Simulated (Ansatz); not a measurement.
The cluster Nb4⁺: single points at one geometry.

```yaml
crystal:
  periodic: [false, false, false]
  atoms:
    - {symbol: Nb, position_ang: [-1.239598, 0.720391, 0.581708]}
    - {symbol: Nb, position_ang: [0.915894, -0.365960, 1.198777]}
    - {symbol: Nb, position_ang: [-0.316206, -1.318411, -0.745518]}
    - {symbol: Nb, position_ang: [0.639910, 0.963970, -1.034957]}
basis:
  gaussian: {orbitals: def2-TZVP, initial_orbitals: start.molden}
total_charge: 1
magnetization: {spin_polarized: true, initial_magnetization: 1}
hamiltonian: {xc: r2scan, dispersion: d4}
scf: {omitted_lower_state_checks: [starts]}
output: {orbitals: {seedname: orbitals}}
```

The file start.molden holds the orbitals of an earlier run on this structure, at another level or in another basis.

```sh
$ ansatz run in.yaml --threads 4 --pin off --events-out ev --progress --plain --max-ram 3916MiB
```

It prints (some lines left out):

```
Functional definition: r2SCAN
1272 factors; their error is unknown
mean field evaluation 1: about -6195.3719 eV, gradient 3.1e0 eV
mean field evaluation 2: about -6195.4436 eV, gradient 1.0e-1 eV
mean field evaluation 4: about -6195.4354 eV, gradient 7.3e-2 eV
mean field evaluation 8: about -6195.4356 eV, gradient 3.1e-4 eV
mean field evaluation 16: about -6195.4356 eV, gradient 9.4e-6 eV
mean field -6195.43563024 eV, -227.6780599942 hartree, gradient 9.4e-6 eV, S^2 0.844084; 0 other end points of the search recorded, 0 dependent functions left out
reference -6195.43565605 eV, -227.6780609428 hartree; 26, 25 occupied and 134, 135 virtual orbitals, 1272 factors
Total energy: -6195.46611962 eV, -227.6791804583 hartree
Checks for a lower state left out: starts
```

Run time 46 s (4 threads of Arm Neoverse V1 on a shared host), peak host memory 0.62 GiB.

As the first input, with `hamiltonian: {xc: {text: "exchange = 0.50*pbe_x + 0.50*exact_x\ncorrelation = pbe_c"}}` (abridged; 29 s):

```
Functional definition: unnamed
mean field evaluation 16: about -6185.2402 eV, gradient 2.5e-5 eV
mean field -6185.24024137 eV, -227.3033863639 hartree, gradient 2.1e-5 eV, S^2 2.330451
Total energy: -6185.24026439 eV, -227.3033872099 hartree
Checks for a lower state left out: starts
```

As the first input, with `hamiltonian: {xc: {name: B97M-V}}` (abridged; 86 s):

```
Functional definition: B97M-V
mean field evaluation 16: about -6192.5801 eV, gradient 1.8e-5 eV
mean field -6192.58012417 eV, -227.5731220816 hartree, gradient 6.3e-6 eV, S^2 0.784455
Total energy: -6192.58018636 eV, -227.5731243673 hartree
Checks for a lower state left out: starts
```

The first input with `gaussian: {orbitals: def2-SVP, initial_orbitals: start.molden}`, `hamiltonian: {xc: pbe, dispersion: d4}` (abridged; 9 s):

```
Functional definition: PBE
mean field evaluation 16: about -6194.4230 eV, gradient 7.3e-5 eV
mean field -6194.42295732 eV, -227.6408449507 hartree, gradient 3.0e-6 eV, S^2 0.760989
Total energy: -6194.61808130 eV, -227.6480156250 hartree
Checks for a lower state left out: starts
```

The first input with `hamiltonian: {xc: {name: LC-wPBE}}`, `output: {forces: true, orbitals: {seedname: orbitals}}` (abridged; 26 s):

```
Functional definition: LC-wPBE
mean field evaluation 16: about -6188.6132 eV, gradient 2.2e-5 eV
mean field -6188.61319285 eV, -227.4273400445 hartree, gradient 9.4e-6 eV, S^2 2.764973
Total energy: -6188.61319285 eV, -227.4273400447 hartree
Atom 0 force    -0.366324    -0.127174    -0.030510 eV/Å
Atom 1 force     0.299590     0.089983    -0.057609 eV/Å
Atom 2 force    -0.245817     0.012566     0.037246 eV/Å
Atom 3 force     0.312551     0.024624     0.050873 eV/Å
Dipole moment:    -0.141069     0.012206     0.024826 e Å
Checks for a lower state left out: starts
```

First input, but with `gaussian: {orbitals: def2-SVP, initial_orbitals: start.molden}`, `hamiltonian: {xc: pbe0, dispersion: d4}` (abridged; 16 s):

```
Functional definition: PBE0
mean field evaluation 16: about -6188.6217 eV, gradient 4.2e-6 eV
mean field -6188.62170370 eV, -227.4276528124 hartree, gradient 4.2e-6 eV, S^2 0.893357
Total energy: -6188.78748614 eV, -227.4337452048 hartree
Checks for a lower state left out: starts
```

The first input with `hamiltonian: {xc: pbe, dispersion: d4}` (abridged; 17 s):

```
Functional definition: PBE
mean field evaluation 16: about -6196.2063 eV, gradient 8.0e-5 eV
mean field -6196.20631573 eV, -227.7063821637 hartree, gradient 8.1e-6 eV, S^2 0.761430
Total energy: -6196.40143499 eV, -227.7135526640 hartree
Checks for a lower state left out: starts
```

Geometry: PBE-D4/def2-SVP.

In the def2 sets Nb takes a core potential; there is no spin–orbit coupling. LC-ωPBE has ω = 0.4 bohr⁻¹. At PBE with 50 % exact exchange/def2-TZVP, LC-ωPBE/def2-TZVP, PBE0-D4/def2-SVP the charge 1 doublet is spin-contaminated (final ⟨S²⟩ up to 2.76, 0.75 for a pure state). The structure comes from a short search, and lower isomers may exist.
